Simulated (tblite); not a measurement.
Species: C6H8F4.
Z-matrix (Å and degrees, GFN2-xTB geometry), rows numbered from 1:
```
C 
C   1  1.4962
C   2  1.3289  1  122.07
C   3  1.5005  2  126.49  1  -179.15
F   4  1.3818  3  111.97  2    49.72
C   2  1.5109  1  114.96  3   179.44
C   6  1.5177  2  111.05  1   -88.67
F   7  1.3431  6  113.01  2    62.92
F   7  1.3424  6  111.70  2  -177.45
F   7  1.3420  6  112.89  2   -57.58
H   1  1.0887  2  110.34  3  -123.53
H   1  1.0858  2  111.10  3    -2.76
H   1  1.0896  2  109.99  3   117.66
H   3  1.0800  2  118.76  1     0.19
H   4  1.0929  3  110.77  2   167.90
H   4  1.0963  3  111.81  2   -69.46
H   6  1.0916  2  110.62  1    30.06
H   6  1.0899  2  111.79  1   151.61
```

All values are computed: GFN2-xTB (tblite) harmonic vibrations without scaling, gas phase. Errors from tens to a few hundred cm⁻¹ against measured bands are possible. One conformer, not necessarily the lowest.

Harmonic wavenumbers (cm⁻¹): 33.4, 46.9, 100.0, 144.9, 149.8, 174.2, 222.4, 287.2, 329.3, 371.6, 406.8, 468.0, 475.0, 498.2, 606.6, 636.9, 786.7, 840.9, 852.0, 902.4, 972.6, 993.7, 1001.0, 1029.2, 1051.2, 1065.2, 1124.4, 1171.6, 1179.9, 1206.7, 1225.7, 1281.7, 1314.0, 1332.5, 1406.8, 1438.9, 1443.8, 1474.3, 1477.2, 1728.5, 2930.7, 2972.5, 2999.2, 3008.8, 3026.4, 3030.2, 3061.6, 3084.6.

A = 1726, B = 981.0, C = 755.7 MHz; mass 156.056 u (most abundant isotopes); point group C1, symmetry number 1.

Problem. What is the zero-point energy?

Solution. Half the sum of the wavenumbers: 28683 cm⁻¹ = 343.13 kJ/mol.

Problem. Give the ideal-gas entropy at 350 K and 1 bar in the rigid-rotor, harmonic-oscillator model (classical rotation).

Solution. Translation 175.17, rotation 127.14, vibration 161.60: S = 463.9 J/(mol K).

Problem. And Cp and H(350 K) − H(0)?

Solution. Cp = 188.42 J/(mol K), of which vibrations give 155.16 (their classical limit is 48 R = 399.1); H(350 K) − H(0) = 40.09 kJ/mol without the zero-point energy, 28.45 from vibrations.

Problem. What must be added to the electronic energy to get the Gibbs energy at 350 K and 1 bar?

Solution. ZPE + [H(350 K) − H(0)] − T·S = 343.13 + 40.09 − 162.37 = 220.85 kJ/mol.

Problem. How do the functions run with temperature in this model?

Solution. 
```json
{"T (K)": "50", "S (J/(mol K))": "256.6", "Cp (J/(mol K))": "59.1", "H − H(0) (kJ/mol)": "2.25", "G − H(0) (kJ/mol)": "-10.58", "ln q(vib)": "0.88"}
{"T (K)": "100", "S (J/(mol K))": "305.6", "Cp (J/(mol K))": "84.2", "H − H(0) (kJ/mol)": "5.85", "G − H(0) (kJ/mol)": "-24.70", "ln q(vib)": "2.36"}
{"T (K)": "298.15", "S (J/(mol K))": "435.4", "Cp (J/(mol K))": "167.3", "H − H(0) (kJ/mol)": "30.86", "G − H(0) (kJ/mol)": "-98.96", "ln q(vib)": "8.20"}
{"T (K)": "373.15", "S (J/(mol K))": "476.3", "Cp (J/(mol K))": "197.5", "H − H(0) (kJ/mol)": "44.56", "G − H(0) (kJ/mol)": "-133.16", "ln q(vib)": "10.30"}
{"T (K)": "500", "S (J/(mol K))": "540.4", "Cp (J/(mol K))": "241.3", "H − H(0) (kJ/mol)": "72.50", "G − H(0) (kJ/mol)": "-197.71", "ln q(vib)": "13.77"}
{"T (K)": "750", "S (J/(mol K))": "650.4", "Cp (J/(mol K))": "300.5", "H − H(0) (kJ/mol)": "140.84", "G − H(0) (kJ/mol)": "-346.99", "ln q(vib)": "20.24"}
{"T (K)": "1000", "S (J/(mol K))": "742.3", "Cp (J/(mol K))": "337.4", "H − H(0) (kJ/mol)": "220.90", "G − H(0) (kJ/mol)": "-521.41", "ln q(vib)": "26.15"}
```

q(vib) and H(0) count from the zero-point level.

Hindered rotation and anharmonicity are outside this model. Other conformers, if any are populated, would add a mixing term that is left out. The structure is chiral; the term R ln 2 for an equal mix with its mirror image is left out.

Hardware: an Arm Neoverse V1 with one thread, shared host. This covers the Hessian and the dipole derivatives.
